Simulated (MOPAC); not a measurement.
MOPAC input (MNDO):

```
MNDO PRECISE GNORM=0.05 LET XYZ UHF MS=0.5 GEO-OK AUX(PRECISION=9) THREADS=1
H2As

As   -0.02388811 1   -0.04908631 1   -0.02812370 1
H    -0.00211194 1    1.45250692 1   -0.32091890 1
H     0.79041952 1    0.16734137 1    1.24900104 1
```

Problem. What heat of formation does the run end on?

Solution. 29.44 kcal/mol.
